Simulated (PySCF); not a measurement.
C3H9O4Si, doublet, at a GFN2-xTB geometry; PySCF with PBE/6-31G*.

Here is a job for PySCF.
```python
from pyscf import gto, scf, dft

mol = gto.Mole()
mol.atom = '''
    C    -0.38600731    2.63494261    0.08122108
    O    -0.77907602    1.32178351    0.26334601
    Si    0.02308773   -0.02033728   -0.26733647
    O     0.15673885   -0.13806654   -1.81490421
    O    -0.78554395   -1.26304075    0.45942465
    C    -2.10891699   -1.60806063    0.25520816
    O     1.45436715    0.03837562    0.55386437
    C     2.41437714   -0.95593042    0.59623915
    H    -0.40121247    2.88945753   -0.98513455
    H    -1.09603470    3.27992005    0.60451915
    H     0.62893474    2.79945459    0.45178136
    H    -2.77144191   -0.75631175    0.42861827
    H    -2.25638820   -1.94539476   -0.77754607
    H    -2.35557366   -2.43117231    0.93020689
    H     1.98642061   -1.90565089    0.92695156
    H     3.20902884   -0.63506673    1.27414093
    H     2.84443327   -1.10863799   -0.40068387
'''
mol.basis = '6-31g*'
mol.spin = 1
mol.verbose = 4
mol.build()

mf = dft.UKS(mol)
mf.xc = 'pbe'
mf.kernel()
```

Output, abridged:

```
PySCF version 2.14.0

[INPUT] verbose = 4
[INPUT] num. atoms = 17
[INPUT] num. electrons = 73
[INPUT] charge = 0
[INPUT] spin (= nelec alpha-beta = 2S) = 1
[INPUT] symmetry False subgroup None
[INPUT] Mole.unit = angstrom
[INPUT] Symbol           X                Y                Z      unit          X                Y                Z       unit  Magmom
[INPUT]  1 C     -0.386007310000   2.634942610000   0.081221080000 AA   -0.729448097980   4.979319886847   0.153485596741 Bohr   0.0
[INPUT]  2 O     -0.779076020000   1.321783510000   0.263346010000 AA   -1.472240308016   2.497808829866   0.497651834897 Bohr   0.0
[INPUT]  3 Si     0.023087730000  -0.020337280000  -0.267336470000 AA    0.043629486538  -0.038431889319  -0.505192711408 Bohr   0.0
[INPUT]  4 O      0.156738850000  -0.138066540000  -1.814904210000 AA    0.296193499579  -0.260907947566  -3.429671899220 Bohr   0.0
[INPUT]  5 O     -0.785543950000  -1.263040750000   0.459424650000 AA   -1.484462924309  -2.386801101665   0.868186763374 Bohr   0.0
[INPUT]  6 C     -2.108916990000  -1.608060630000   0.255208160000 AA   -3.985275530542  -3.038794182396   0.482273527154 Bohr   0.0
[INPUT]  7 O      1.454367150000   0.038375620000   0.553864370000 AA    2.748355598064   0.072519411660   1.046651969455 Bohr   0.0
[INPUT]  8 C      2.414377140000  -0.955930420000   0.596239150000 AA    4.562511556011  -1.806446687940   1.126728698243 Bohr   0.0
[INPUT]  9 H     -0.401212470000   2.889457530000  -0.985134550000 AA   -0.758181686060   5.460283380262  -1.861634495347 Bohr   0.0
[INPUT] 10 H     -1.096034700000   3.279920050000   0.604519150000 AA   -2.071205406020   6.198150604970   1.142375630555 Bohr   0.0
[INPUT] 11 H      0.628934740000   2.799454590000   0.451781360000 AA    1.188514408825   5.290202473257   0.853743038584 Bohr   0.0
[INPUT] 12 H     -2.771441910000  -0.756311750000   0.428618270000 AA   -5.237266180041  -1.429222072291   0.809971142285 Bohr   0.0
[INPUT] 13 H     -2.256388200000  -1.945394760000  -0.777546070000 AA   -4.263955728700  -3.676263300564  -1.469349121532 Bohr   0.0
[INPUT] 14 H     -2.355573660000  -2.431172310000   0.930206890000 AA   -4.451389083639  -4.594249827526   1.757836261283 Bohr   0.0
[INPUT] 15 H      1.986420610000  -1.905650890000   0.926951560000 AA    3.753790921091  -3.601158271134   1.751684579138 Bohr   0.0
[INPUT] 16 H      3.209028840000  -0.635066730000   1.274140930000 AA    6.064185633431  -1.200102190523   2.407777401799 Bohr   0.0
[INPUT] 17 H      2.844433270000  -1.108637990000  -0.400683870000 AA    5.375199859901  -2.095022172388  -0.757182776831 Bohr   0.0

nuclear repulsion = 517.294698146906
number of shells = 68
number of NR pGTOs = 276
number of NR cGTOs = 134
basis = 6-31g*
ecp = {}

******** <class 'pyscf.dft.uks.UKS'> ********
method = UKS
initial guess = minao
damping factor = 0
level_shift factor = 0
DIIS = <class 'pyscf.scf.diis.CDIIS'>
diis_start_cycle = 1
diis_space = 8
diis_damp = 0
SCF conv_tol = 1e-09
SCF conv_tol_grad = None
SCF max_cycles = 50
direct_scf = True
direct_scf_tol = 1e-13
number electrons alpha = 37  beta = 36
XC library pyscf.dft.libxc version 7.1.2
    S. Lehtola, C. Steigemann, M. J. T. Oliveira, and M. A. L. Marques,  SoftwareX 7, 1–5 (2018)
XC functionals = pbe
    J. P. Perdew, K. Burke, and M. Ernzerhof,  Phys. Rev. Lett. 77, 3865 (1996)
    J. P. Perdew, K. Burke, and M. Ernzerhof,  Phys. Rev. Lett. 78, 1396 (1997)
    J. P. Perdew, K. Burke, and M. Ernzerhof,  Phys. Rev. Lett. 77, 3865 (1996)
    J. P. Perdew, K. Burke, and M. Ernzerhof,  Phys. Rev. Lett. 78, 1396 (1997)
radial grids:
    Treutler-Ahlrichs [JCP 102, 346 (1995); DOI:10.1063/1.469408] (M4) radial grids

becke partition: Becke, JCP 88, 2547 (1988); DOI:10.1063/1.454033
pruning grids: <function nwchem_prune>
grids dens level: 3
symmetrized grids: False
atomic radii adjust function: <function treutler_atomic_radii_adjust>
small_rho_cutoff = 0
Set gradient conv threshold to 3.16228e-05
tot grids = 206136
init E= -710.340573719755

cycle= 1 E= -709.060115767939  delta_E= 1.28  |g|= 0.983  |ddm|= 2.75
cycle= 2 E= -703.837313122408  delta_E= 5.22  |g|= 2.77  |ddm|= 8.84
cycle= 3 E= -709.09539354649  delta_E= -5.26  |g|= 0.908  |ddm|= 8.74
cycle= 4 E= -709.242969889237  delta_E= -0.148  |g|= 0.763  |ddm|= 1.34
cycle= 5 E= -709.485365384765  delta_E= -0.242  |g|= 0.198  |ddm|= 0.518
cycle= 6 E= -709.473310711781  delta_E= 0.0121  |g|= 0.255  |ddm|= 0.673
cycle= 7 E= -709.458766259302  delta_E= 0.0145  |g|= 0.294  |ddm|=    1
cycle= 8 E= -709.502219463677  delta_E= -0.0435  |g|= 0.116  |ddm|= 0.611
cycle= 9 E= -709.487345020855  delta_E= 0.0149  |g|= 0.192  |ddm|= 0.677

cycle= 10 E= -709.503481025401  delta_E= -0.0161  |g|= 0.096  |ddm|= 0.937
cycle= 11 E= -709.48725717952  delta_E= 0.0162  |g|= 0.191  |ddm|= 0.976
cycle= 12 E= -709.482014047643  delta_E= 0.00524  |g|= 0.213  |ddm|= 0.0978

cycle= 13 E= -709.488499779705  delta_E= -0.00649  |g|= 0.188  |ddm|= 0.253

cycle= 14 E= -709.50132038805  delta_E= -0.0128  |g|= 0.114  |ddm|= 0.628

cycle= 15 E= -709.505470764694  delta_E= -0.00415  |g|= 0.0776  |ddm|= 0.123

cycle= 16 E= -709.50784630315  delta_E= -0.00238  |g|= 0.0484  |ddm|= 0.19

cycle= 17 E= -709.508490542842  delta_E= -0.000644  |g|= 0.0379  |ddm|= 0.18

cycle= 18 E= -709.507198459379  delta_E= 0.00129  |g|= 0.0573  |ddm|= 0.238

cycle= 19 E= -709.507831699706  delta_E= -0.000633  |g|= 0.0488  |ddm|= 0.455

cycle= 20 E= -709.509251651942  delta_E= -0.00142  |g|= 0.0131  |ddm|= 0.195

cycle= 21 E= -709.509347669113  delta_E= -9.6e-05  |g|= 0.00413  |ddm|= 0.0291

cycle= 22 E= -709.509353157364  delta_E= -5.49e-06  |g|= 0.0028  |ddm|= 0.00374

cycle= 23 E= -709.509353415642  delta_E= -2.58e-07  |g|= 0.0027  |ddm|= 0.000729

cycle= 24 E= -709.509355218482  delta_E= -1.8e-06  |g|= 0.00214  |ddm|= 0.00251

cycle= 25 E= -709.509355190639  delta_E= 2.78e-08  |g|= 0.00214  |ddm|= 0.000254

cycle= 26 E= -709.509355082928  delta_E= 1.08e-07  |g|= 0.00217  |ddm|= 0.000385

cycle= 27 E= -709.50935730037  delta_E= -2.22e-06  |g|= 0.0011  |ddm|= 0.00362

cycle= 28 E= -709.509357981805  delta_E= -6.81e-07  |g|= 0.000368  |ddm|= 0.00244

cycle= 29 E= -709.50935800682  delta_E= -2.5e-08  |g|= 0.000312  |ddm|= 0.000149

cycle= 30 E= -709.509358042896  delta_E= -3.61e-08  |g|= 0.000195  |ddm|= 0.000246

cycle= 31 E= -709.509358066998  delta_E= -2.41e-08  |g|= 1.67e-05  |ddm|= 0.000624

cycle= 32 E= -709.509358066723  delta_E= 2.75e-10  |g|= 2.53e-05  |ddm|= 8.93e-05

Extra cycle  E= -709.509356310212  delta_E= 1.76e-06  |g|= 0.00165  |ddm|= 0.00636
SCF not converged.
SCF energy = -709.509356310212 after 50 cycles  <S^2> = 0.75277814  2S+1 = 2.0027762
```

The run did not converge; its last values are not results.
